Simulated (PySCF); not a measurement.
C4CoO4, SMILES [O+]#[C-]->[Co+](<-[C-]#[O+])(<-[C-]#[O+])<-[C-]#[O+], charge +1, multiplicity 1.

The structure is a stationary point at B3LYP-D3(BJ)/def2-SVP. The spin state was assumed, not searched. The isomer is the one that the SMILES or the coordinates give; other isomers of the formula were not compared.

Computed with PySCF with HF/def2-TZVP.

Computed frontier levels, gap, dipole moment:
- highest occupied level: -17.12 eV
- lowest empty level: -4.67 eV
- orbital gap: 12.45 eV
- dipole moment about the centre of nuclear charge: 0.00 D
